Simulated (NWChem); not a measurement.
System meant: C2H3Br; SMILES BrC=C

Here is an NWChem input.

```
start job
memory heap 200 mb stack 900 mb global 1100 mb
geometry units angstroms noautosym nocenter noautoz
  C     -0.336569     2.099832     0.000000
  C      0.517756     1.084871     0.000000
  Br    -0.028055    -0.747324     0.000000
  H     -1.412880     1.963338     0.000000
  H      0.044207     3.118129     0.000000
  H      1.596196     1.190304     0.000000
end
basis spherical
  * library def2-svp
end
dft
  xc m06-l
  iterations 150
end
property
  shielding
end
task dft property
```

End of the output:

```
 Vector   28  Occ=0.000000D+00  E= 7.806993D-02
              MO Center=  1.1D+00,  2.1D+00,  3.0D-12, r^2= 3.9D+00
   Bfn.  Coefficient  Atom+Function         Bfn.  Coefficient  Atom+Function
  ----- ------------  ---------------      ----- ------------  ---------------
    72      1.465680  6 H  s                 67      1.233178  5 H  s
    17     -1.130739  2 C  s                  3     -0.823177  1 C  s
    21     -0.621802  2 C  px                 8     -0.554600  1 C  py
    18     -0.259417  2 C  px                 5     -0.216589  1 C  py
    71      0.210495  6 H  s                 16     -0.188212  2 C  s

 center of mass
 --------------
 x =   0.00285367 y =  -0.26835449 z =   0.00000000

 moments of inertia (a.u.)
 ------------------
         445.035740708398           2.799437455702           0.000000000000
           2.799437455702          32.926838283006           0.000000000000
           0.000000000000           0.000000000000         477.962578991404

     Multipole analysis of the density
     ---------------------------------

     L   x y z        total         alpha         beta         nuclear
     -   - - -        -----         -----         ----         -------
     0   0 0 0     -0.000000    -25.000000    -25.000000     50.000000

     1   1 0 0      0.103210     -0.262770     -0.262770      0.628750
     1   0 1 0      0.520143      0.993617      0.993617     -1.467091
     1   0 0 1      0.000000      0.000000      0.000000      0.000000

     2   2 0 0    -21.491044    -22.997261    -22.997261     24.503477
     2   1 1 0      0.432161      1.774105      1.774105     -3.116049
     2   1 0 1     -0.000000     -0.000000     -0.000000      0.000000
     2   0 2 0    -20.000316   -131.521594   -131.521594    243.042873
     2   0 1 1     -0.000000     -0.000000     -0.000000      0.000000
     2   0 0 2    -24.169716    -12.084858    -12.084858      0.000000

          -----------------------------------------
          Chemical Shielding Tensors (GIAO, in ppm)
          -----------------------------------------

 ------------------------------------------------------------------------
  xm06: d2 not coded                    0
 ------------------------------------------------------------------------
 ------------------------------------------------------------------------
  current input line :
    21: task dft property
 ------------------------------------------------------------------------
 ------------------------------------------------------------------------
 This error has not yet been assigned to a category
 ------------------------------------------------------------------------
 For more information see the NWChem manual at https://nwchemgit.github.io

0: xm06: d2 not coded:Received an Error in Communication
```

**Question.** What is wrong, and how is it mended?

**Answer.** The run crashed. Cause: this functional's second derivatives, which shieldings need, aren't coded here; the fix takes a hybrid GGA instead. This input runs:
```
start job
memory heap 200 mb stack 900 mb global 1100 mb
geometry units angstroms noautosym nocenter noautoz
  C     -0.336569     2.099832     0.000000
  C      0.517756     1.084871     0.000000
  Br    -0.028055    -0.747324     0.000000
  H     -1.412880     1.963338     0.000000
  H      0.044207     3.118129     0.000000
  H      1.596196     1.190304     0.000000
end
basis spherical
  * library def2-svp
end
dft
  xc pbe0
  iterations 150
end
property
  shielding
end
task dft property
```
It converges to -2651.37685 Ha (PBE0/def2-SVP, GIAO).
